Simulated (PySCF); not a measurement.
## Relaxation of quartet VI₂

All numbers come from UPBE0/[V def2-TZVP, I def2-TZVP with ECP28], scalar-relativistic core potentials, density fitting, no spin–orbit coupling, PySCF. A (50,194) grid was used.

A hand-made bent start, of C2v symmetry, held to at least that symmetry:

```xyz
3
charge 0 multiplicity 4, angstrom
V     0.0000    0.0000   -1.2754
I     2.1871    0.0000    0.2560
I    -2.1871    0.0000    0.2560
```

Question: What forces act on the atoms at the start (eV/Å)?

Answer: 
```tsv
atom	Fx	Fy	Fz
V1	-0.05	0.00	1.44
I2	-0.56	0.00	-0.71
I3	0.61	0.00	-0.73
```

Question: What does it relax to?

Answer: It ends at D∞h with V–I 2.558 Å (×2); I–V–I 180.0°. A frequency run shows a minimum.

Question: How much energy is released, and in how many steps?

Answer: 41.1 kJ/mol in 12 steps.

With open d or f shells other occupations or spin states may lie lower. Spin–orbit coupling, left out here, can matter for elements this heavy.
